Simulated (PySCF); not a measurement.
How do the members of this family differ from one of them?

PySCF, B3LYP/def2-SVPD, density fitting, gas phase; each molecule at its own PBE0-D3(BJ)/def2-SVP geometry, one conformer. Singlet excitations by full TDDFT with frozen cores, triplets by Tamm–Dancoff TDDFT and ionisation energies by ΔSCF, from the lowest of the holes tried. 

Reference: `FB1CCCCC1`, with HOMO energy -7.67 eV, LUMO energy -0.43 eV, lowest singlet excitation 5.91 eV, lowest triplet excitation 5.50 eV, mean polarisability 70.6 au and vertical ionisation energy 9.81 eV.

Changes against it:

```
         molecule  Δ HOMO energy (eV)  Δ LUMO energy (eV)  Δ lowest singlet excitation (eV)  Δ lowest triplet excitation (eV)  Δ mean polarisability (au)  Δ vertical ionisation energy (eV)
  [SiH3]SB1CCCCC1               +0.23               -0.51                             -0.39                             -0.59                       +51.4                              -0.43
  [SiH3]NB1CCCCC1               +0.27               +0.32                             +0.39                             +0.47                       +37.0                              -0.46
[GeH3][O]B1CCCCC1               +0.62               +0.15                             -0.13                             -0.05                       +34.8                              -0.82
```

Rows whose labels were lost:

| row | Δ HOMO energy (eV) | Δ LUMO energy (eV) | Δ lowest singlet excitation (eV) | Δ lowest triplet excitation (eV) | Δ mean polarisability (au) | Δ vertical ionisation energy (eV) |
| --- | --- | --- | --- | --- | --- | --- |
| P | -0.40 | -0.72 | -0.28 | -0.28 | +26.4 | +0.20 |
| Q | +0.46 | -0.97 | -1.32 | -1.69 | +23.5 | -0.61 |

Problem. Which row belongs to which of `OB(O)B1CCCCC1` and `N#CCB1CCCCC1`?

Solution. P = `N#CCB1CCCCC1` and Q = `OB(O)B1CCCCC1`. P and Q are told apart most clearly by the lowest triplet excitation (-0.28 against -1.69 eV).
